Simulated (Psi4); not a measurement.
C$_{3}$H$_{6}$NO, doublet, at a GFN2-xTB geometry; Psi4 with HF/cc-pVTZ.

Input for Psi4:
```
memory 2 GB

molecule {
0 2
  C    -0.57340588   -1.04248401   -0.84747629
  N     0.22580332   -0.27232099   -0.07484776
  C     1.57408486   -0.72022017    0.18317111
  C    -0.22793319    0.90634106    0.45338122
  O    -1.34568634    1.34977580    0.28262936
  H    -0.19354223   -1.95873990   -1.24751590
  H    -1.57037703   -0.70052078   -1.03182152
  H     1.56102399   -1.68796428    0.68836733
  H     2.08952465    0.00057103    0.81554840
  H     2.12384536   -0.82477924   -0.75424729
  H     0.53791799    1.41765245    1.05811220
}

set basis cc-pvtz
set reference uhf

energy('scf')
print_variables()
```

Output, abridged:

```
   => Loading Basis Set <=

    Name: CC-PVTZ
    Role: ORBITAL
    Keyword: BASIS

         ---------------------------------------------------------
                                   SCF
               by Justin Turney, Rob Parrish, Andy Simmonett
                          and Daniel G. A. Smith
                              UHF Reference
         ---------------------------------------------------------

  ==> Geometry <==

    Molecular point group: c1
    Full point group: C1

    Geometry (in Angstrom), charge = 0, multiplicity = 2:

       Center              X                  Y                   Z               Mass
    ------------   -----------------  -----------------  -----------------  -----------------
         C           -0.510871799788    -1.094072728743    -0.853947244386    12.000000000000
         N            0.288337400212    -0.323909708743    -0.081318714386    14.003074004430
         C            1.636618940212    -0.771808888743     0.176700155614    12.000000000000
         C           -0.165399109788     0.854752341257     0.446910265614    12.000000000000
         O           -1.283152259788     1.298187081257     0.276158405614    15.994914619570
         H           -0.131008149788    -2.010328618743    -1.253986854386     1.007825032230
         H           -1.507842949788    -0.752109498743    -1.038292474386     1.007825032230
         H            1.623558070212    -1.739552998743     0.681896375614     1.007825032230
         H            2.152058730212    -0.051017688743     0.809077445614     1.007825032230
         H            2.186379440212    -0.876367958743    -0.760718244386     1.007825032230
         H            0.600452070212     1.366063731257     1.051641245614     1.007825032230

  Running in c1 symmetry.

  Rotational constants: A =      0.34280  B =      0.14321  C =      0.10297 [cm^-1]
  Rotational constants: A =  10277.00348  B =   4293.39616  C =   3086.87013 [MHz]
  Nuclear repulsion =  174.420884637218080

  Charge       = 0
  Multiplicity = 2
  Electrons    = 39
  Nalpha       = 20
  Nbeta        = 19

  ==> Algorithm <==

  SCF Algorithm Type is DF.
  DIIS enabled.
  MOM disabled.
  Fractional occupation disabled.
  Guess Type is SAD.
  Energy threshold   = 1.00e-06
  Density threshold  = 1.00e-06
  Integral threshold = 1.00e-12

  ==> Primary Basis <==

  Basis Set: CC-PVTZ
    Blend: CC-PVTZ
    Number of shells: 86
    Number of basis functions: 234
    Number of Cartesian functions: 265
    Spherical Harmonics?: true
    Max angular momentum: 3

   => Loading Basis Set <=

    Name: (CC-PVTZ AUX)
    Role: JKFIT
    Keyword: DF_BASIS_SCF

  ==> Integral Setup <==

  SCF_SUBTYPE=INCORE selected. In-core MEM_DF algorithm will be used.
  Using in-core AOs.

  ==> MemDFJK: Density-Fitted J/K Matrices <==

    J tasked:                   Yes
    K tasked:                   Yes
    wK tasked:                   No
    Algorithm:                 Core
    Schwarz Cutoff:           1E-12
    Mask sparsity (%):       2.9038
    Fitting Condition:        1E-10

   => Auxiliary Basis Set <=

  Basis Set: (CC-PVTZ AUX)
    Blend: CC-PVTZ-JKFIT
    Number of shells: 185
    Number of basis functions: 575
    Number of Cartesian functions: 690
    Spherical Harmonics?: true
    Max angular momentum: 4

  Minimum eigenvalue in the overlap matrix is 1.1278629860E-03.
  Reciprocal condition number of the overlap matrix is 1.4826414104E-04.
    Using symmetric orthogonalization.

  ==> Pre-Iterations <==

  SCF Guess: Superposition of Atomic Densities via on-the-fly atomic UHF (no occupation information).

   -------------------------
    Irrep   Nso     Nmo
   -------------------------
     A        234     234
   -------------------------
    Total     234     234
   -------------------------

  ==> Iterations <==

                           Total Energy        Delta E     RMS |[F,P]|

   @DF-UHF iter SAD:  -245.74210295402932   -2.45742e+02   0.00000e+00
   @DF-UHF iter   1:  -246.30480304491590   -5.62700e-01   2.24078e-03 ADIIS/DIIS
   @DF-UHF iter   2:  -246.40288328831554   -9.80802e-02   1.54291e-03 ADIIS/DIIS
   @DF-UHF iter   3:  -246.44826911877021   -4.53858e-02   3.20064e-04 ADIIS/DIIS
   @DF-UHF iter   4:  -246.45342224692288   -5.15313e-03   1.34486e-04 ADIIS/DIIS
   @DF-UHF iter   5:  -246.45471746144250   -1.29521e-03   6.27789e-05 DIIS
   @DF-UHF iter   6:  -246.45524780320886   -5.30342e-04   3.67866e-05 DIIS
   @DF-UHF iter   7:  -246.45539605770574   -1.48254e-04   1.25027e-05 DIIS
   @DF-UHF iter   8:  -246.45541284676693   -1.67891e-05   6.05977e-06 DIIS
   @DF-UHF iter   9:  -246.45541816305206   -5.31629e-06   4.02022e-06 DIIS
   @DF-UHF iter  10:  -246.45542148104497   -3.31799e-06   2.86098e-06 DIIS
   @DF-UHF iter  11:  -246.45542371912882   -2.23808e-06   1.94652e-06 DIIS
   @DF-UHF iter  12:  -246.45542506944224   -1.35031e-06   1.12253e-06 DIIS
   @DF-UHF iter  13:  -246.45542554080663   -4.71364e-07   5.09922e-07 DIIS
  Energy and wave function converged.

  ==> Post-Iterations <==

   @Spin Contamination Metric:   2.665891146E-02
   @S^2 Expected:                7.500000000E-01
   @S^2 Observed:                7.766589115E-01
   @S   Expected:                5.000000000E-01
   @S   Observed:                5.000000000E-01

    Orbital Energies [Eh]
    ---------------------

    Alpha Occupied:

[...]
    Alpha Virtual:

[...]
     234A     14.429324

    Beta Occupied:

[...]
      19A     -0.412129

    Beta Virtual:

[...]
    Final Occupation by Irrep:
              A
    DOCC [    19 ]
    SOCC [     1 ]
    NA   [    20 ]
    NB   [    19 ]

  @DF-UHF Final Energy:  -246.45542554080663

   => Energetics <=

    Nuclear Repulsion Energy =            174.4208846372180801
    One-Electron Energy =                -680.2780062529482166
    Two-Electron Energy =                 259.4016960749235068
    Total Energy =                       -246.4554255408066297

  UHF NO Occupations:
  HONO-2 :   18  A 1.9967227
  HONO-1 :   19  A 1.9918509
  HONO-0 :   20  A 1.0000000
  LUNO+0 :   21  A 0.0081491
  LUNO+1 :   22  A 0.0032773
  LUNO+2 :   23  A 0.0007273
  LUNO+3 :   24  A 0.0007055

Computation Completed

Properties will be evaluated at   0.000000,   0.000000,   0.000000 [a0]

Properties computed using the SCF density matrix

 Multipole Moments:

 ------------------------------------------------------------------------------------
     Multipole            Electronic (a.u.)      Nuclear  (a.u.)        Total (a.u.)
 ------------------------------------------------------------------------------------

 L = 1.  Multiply by 2.5417464519 to convert [e a0] to [Debye]
 Dipole X            :         -3.1225341            4.6087191            1.4861850
 Dipole Y            :          2.9421190           -3.8020534           -0.8599344
 Dipole Z            :          0.5421851           -0.4769049            0.0652802
 Magnitude           :                                                    1.7182825

 ------------------------------------------------------------------------------------

  Variable Map:
  ----------------------------------------------------------------------------
[...]
  Array Variable Map:
  ----------------------------------------------------------------------------
[...]
[...]
```
